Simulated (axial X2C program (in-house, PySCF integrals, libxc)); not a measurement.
**Potential curves of GeCl⁺, without spin–orbit coupling**

Calculated with an axial X2C code built on PySCF integrals. Spin-free means the one-electron spin-free X2C Hamiltonian. Basis: Ge dyall-cv3z [9s9p7d4f1g], Cl dyall-av3z [9s8p3d2f] (cores contracted in-house); Gaussian nuclei, density fitting, unrestricted open shells. Masses: Ge 73.921 u, Cl 34.969 u.

State: M_S = 0, Λ = 0 (closed shell). Energies in eV from the fragments at the same level (Ge+ + Cl). Fits are polynomials in 1 − R0/R over 0.85 to 1.23 times the lowest point R0.

```
 R (Å)       HF     PBE0
1.7983  -1.9342  -3.5032
1.8810  -2.6217  -4.1789
1.9430  -2.9089  -4.4653
2.0050  -3.0498  -4.6103
2.0670  -3.0782  -4.6468
2.1393  -3.0044  -4.5857
2.2117  -2.8457  -4.4424
2.3047  -2.5559  -4.1752
2.4184  -2.1201  -3.7695
2.5838  -1.4114  -3.1083
```

The state is a single determinant with fixed occupations, the lowest that a limited PBE0 search found. Closed shells are restricted here (equal orbitals for both partners); the stretched side of such a curve lies too high. Dissociation energies refer to the lowest single-determinant-based atoms at the same level and basis. Spin-free De lacks the spin–orbit lowering of the heavy p-block atom, a tenth of an eV or more for 4p and 5p, up to an eV for 6p and one to two eV for 7p atoms, less what an open-shell molecule gains itself.

Task: Fit the HF curve near its minimum: give the equilibrium distance, the harmonic wavenumber and the well depth.

Result: At HF, spin-free: Re = 2.054 Å, ωe ≈ 519 cm⁻¹, De = 3.08 eV to Ge+ + Cl; Be follows as 0.168 cm⁻¹.

Task: Fit the PBE0 curve near its minimum: give the equilibrium distance, the harmonic wavenumber and the well depth.

Result: At PBE0, spin-free: Re = 2.060 Å, ωe ≈ 504 cm⁻¹, De = 4.65 eV to Ge+ + Cl; Be follows as 0.167 cm⁻¹.
